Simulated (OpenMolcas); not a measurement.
Ag5+: moving or changing the point charges

Ag5+ among 4 point charges of -2 e arranged as a square (D4h), 2.11 Å from the ion.

```yaml
Program: OpenMolcas 26.06
Method: CASSCF
Basis: ANO-RCC-VTZP [7s6p4d2f1g]
Scalar_Hamiltonian: DKH2, point nucleus
Active_space: 6 electrons in 5 orbitals (4d)
State_averaging: 2S+1 = 5 even, 5 roots; 2S+1 = 3 even, 45 roots; 2S+1 = 1 even, 50 roots
Spin-orbit_coupling: RASSI with atomic mean-field integrals over the reference wave functions
```

Runs around this geometry, states (labels of D4, the rotations of D4h). Energies in cm-1 above the lowest state or level, χT in cm3 K/mol.

| R (Å) | q (e) | Ground state | First state of that spin | First gap with spin-orbit (degeneracies) | χT at 300 K | First state of another spin |
| --- | --- | --- | --- | --- | --- | --- |
| 2.11 | -1 | 5A1 | 5E 858.8 | 114.9 (1, 2) | 5.085 | 3E 23681 |
| 1.98 | -2 | 5A1 | 5E 2352 | 161.0 (1, 2) | 4.595 | 3B2 22074 |
| 2.11 | -2 | 5A1 | 5E 2009 | 154.2 (1, 2) | 4.703 | 3E 23364 |
| 2.29 | -2 | 5A1 | 5E 1635 | 144.4 (1, 2) | 4.828 | 3A2 24011 |

Taking the first state of the same spin as R^-n, n = -ln(1635 / 2352) / ln(2.29 / 1.98) = 2.5 between the shortest and longest distance.

Scaling the charges by -1 / -2 = 0.50 scales the first state of the same spin by 858.8 / 2009 = 0.43; with fixed orbitals a first-order splitting would follow the charge.

Without dynamic correlation the repulsion within the d shell is too large (B by tens of per cent), so at a given field states of lower spin stand too high. Point charges give a weaker field than real ligands, and real ions of this kind are as a rule low spin; the high spin found here belongs to the model. Spin-orbit coupling mixes the spin-free states strongly: the lowest level takes only 62 % from its leading state, 5A1 (figures for R = 2.11, q = -1; the like holds for R = 2.29, q = -2). Point charges carry no covalency, so the field is a model and not that of real ligands. No measured value stands beside these numbers.
